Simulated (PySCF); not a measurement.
PySCF input file for ScF2, SMILES [F][Sc+][F], charge +1, IEF-PCM-PBE0/def2-SVP. Geometry optimised at ωB97X-D3(BJ)/def2-TZVP. The multiplicity is an assumed one; other spin states were not compared. The isomer is the one that the SMILES or the coordinates give; other isomers of the formula were not compared.

```python
import numpy as np
from pyscf import gto, scf, dft
from pyscf.solvent import pcm

mol = gto.M(
    atom='''
    Sc    0.00000000    0.00000000    0.43099999
    F     0.00000000   -1.49570073   -0.50283332
    F     0.00000000    1.49570073   -0.50283332
    ''',
    basis='def2-SVP',
    charge=1,
    spin=0,
    max_memory=1600,
    verbose=3,
)
mf = dft.RKS(mol, xc='pbe0').density_fit(auxbasis='def2-universal-jkfit')
mf.grids.level = 3
mf.conv_tol = 1e-9
mf.max_cycle = 100
mf.kernel()
res = {}
for name, eps in {'water': 78.355, 'tetrahydrofuran': 7.4257, 'diethylether': 4.24}.items():
    s = mf.PCM()
    s.with_solvent.method, s.with_solvent.eps, s.with_solvent.lebedev_order = 'IEF-PCM', eps, 29
    s.kernel(mf.make_rdm1())
    res[name] = (s.e_tot, eps, s.dip_moment(), s.mo_energy, s.converged)
    print(f'{name}: electrostatic solvation free energy {(s.e_tot - mf.e_tot) * 627.509474:.3f} kcal/mol')
```

Output:

```
converged SCF energy = -959.633850358214

WARN: PCM is an experimental feature. It is still in testing.
Features and APIs may be changed in the future.

converged SCF energy = -959.768994177889

WARN: System has nonzero charge 1; the dipole moment is origin-dependent.
Location of origin: [0. 0. 0.]

Dipole moment(X, Y, Z, Debye):  0.00000, -0.00000,  6.82043
water: electrostatic solvation free energy -84.804 kcal/mol

WARN: PCM is an experimental feature. It is still in testing.
Features and APIs may be changed in the future.

converged SCF energy = -959.750522754772

WARN: System has nonzero charge 1; the dipole moment is origin-dependent.
Location of origin: [0. 0. 0.]

Dipole moment(X, Y, Z, Debye): -0.00000, -0.00000,  6.70772
tetrahydrofuran: electrostatic solvation free energy -73.213 kcal/mol

WARN: PCM is an experimental feature. It is still in testing.
Features and APIs may be changed in the future.

converged SCF energy = -959.735701050804

WARN: System has nonzero charge 1; the dipole moment is origin-dependent.
Location of origin: [0. 0. 0.]

Dipole moment(X, Y, Z, Debye): -0.00000, -0.00000,  6.62363
diethylether: electrostatic solvation free energy -63.912 kcal/mol
```

The calculation finished and met its thresholds.

Cost: around 18 core-seconds (rough).
